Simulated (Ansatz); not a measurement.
Basis-set series for ClFHOY, SMILES `[OH][Y]([F])[Cl]`. Charge 0, multiplicity 1. Y takes the def2 core potential. The structure was optimised at the PBE0-D4/def2-TZVP level. It is one conformer, not always the lowest.

```
functional       basis  functions  energy (Eh)  HOMO (eV)  LUMO (eV)
   PBE0-D4  def2-TZVPP        174   -674.20052      -8.63      -2.18
   PBE0-D4  def2-QZVPP        295   -674.22775      -8.65      -2.17
   ωB97M-V  def2-TZVPP        174   -674.39732     -10.92      -0.83
   ωB97M-V  def2-QZVPP        295   -674.42319     -10.95      -0.85
```

**Question.** Give the rows for def2-SVP. (Estimate.)

**Answer.** The calculation gave: 
```tsv
functional	basis	functions	energy (Eh)	HOMO (eV)	LUMO (eV)
PBE0-D4	def2-SVP	82	-673.81908	-8.44	-2.14
ωB97M-V	def2-SVP	82	-674.01296	-10.69	-0.72
```

Program: Ansatz 0.2.0.
